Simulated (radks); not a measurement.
All-electron atom: I2+ in [Kr] 4d10 5s2 5p3 (the NIST ground configuration).

Calculated with a radial shooting solver on a logarithmic mesh with Libxc functionals: Dirac Kohn-Sham, PBE, spin-unpolarised, spherical densities, point nucleus; open shells are shared between the two j in proportion to 2j + 1.

Energy parts (eV):
| part | energy |
|---|---|
| total | -193687.504 |
| kinetic | 205310.801 |
| electron-nucleus | -469715.033 |
| Hartree | 75641.088 |
| exchange-correlation | -4924.360 |

Orbitals (lengths in bohr, moments of r in powers of bohr; <r^-3> diverges for s and p1/2):
1s1/2: occ. 2; eigenvalue (eV) -32981.56; <r^2> 0.001005; small-component weight 3.81e-02
2s1/2: occ. 2; eigenvalue (eV) -5111.384; <r^2> 0.01613; small-component weight 8.15e-03
2p1/2: occ. 2; eigenvalue (eV) -4796.826; <r^2> 0.01193; small-component weight 8.18e-03
2p3/2: occ. 4; eigenvalue (eV) -4498.083; <r^-3> 5230; <r^2> 0.01322; small-component weight 7.76e-03
3s1/2: occ. 2; eigenvalue (eV) -1048.053; <r^2> 0.1127; small-component weight 2.41e-03
3p1/2: occ. 2; eigenvalue (eV) -918.0413; <r^2> 0.1074; small-component weight 2.35e-03
3p3/2: occ. 4; eigenvalue (eV) -861.8198; <r^-3> 1006; <r^2> 0.1155; small-component weight 2.24e-03
3d3/2: occ. 4; eigenvalue (eV) -632.8547; <r^-3> 160.9; <r^2> 0.09722; small-component weight 2.12e-03
3d5/2: occ. 6; eigenvalue (eV) -621.0331; <r^-3> 148.8; <r^2> 0.09956; small-component weight 2.09e-03
4s1/2: occ. 2; eigenvalue (eV) -200.8195; <r^2> 0.6184; small-component weight 6.90e-04
4p1/2: occ. 2; eigenvalue (eV) -155.4491; <r^2> 0.6801; small-component weight 6.27e-04
4p3/2: occ. 4; eigenvalue (eV) -144.4957; <r^-3> 196.3; <r^2> 0.7303; small-component weight 5.92e-04
4d3/2: occ. 4; eigenvalue (eV) -71.5588; <r^-3> 23.95; <r^2> 0.9727; small-component weight 4.51e-04
4d5/2: occ. 6; eigenvalue (eV) -69.8379; <r^-3> 21.94; <r^2> 0.9969; small-component weight 4.41e-04
5s1/2: occ. 2; eigenvalue (eV) -35.9805; <r^2> 3.954; small-component weight 1.28e-04
5p1/2: occ. 1; eigenvalue (eV) -25.3668; <r^2> 5.244; small-component weight 9.71e-05
5p3/2: occ. 2; eigenvalue (eV) -24.0751; <r^-3> 23.11; <r^2> 5.637; small-component weight 9.07e-05
5d3/2: occ. 0; eigenvalue (eV) -11.0812; <r^-3> 1.574; <r^2> 12.40; small-component weight 4.26e-05
6s1/2: occ. 0; eigenvalue (eV) -10.9700; <r^2> 21.06; small-component weight 3.05e-05
5d5/2: occ. 0; eigenvalue (eV) -10.9692; <r^-3> 1.453; <r^2> 12.63; small-component weight 4.20e-05

The highest occupied level is 5p3/2 at -24.075 eV. For comparison, the ionisation energy in NIST's Atomic Spectra Database is 29.57 eV (measured). In exact Kohn-Sham theory the highest level is minus the ionisation energy, but local and semilocal functionals leave it too shallow, through self-interaction and a potential that decays too fast; potentials with the right tail come closer.

Beside tabulated values, note that spin-unpolarised runs miss the spin-polarisation part of the exchange energy of open shells.
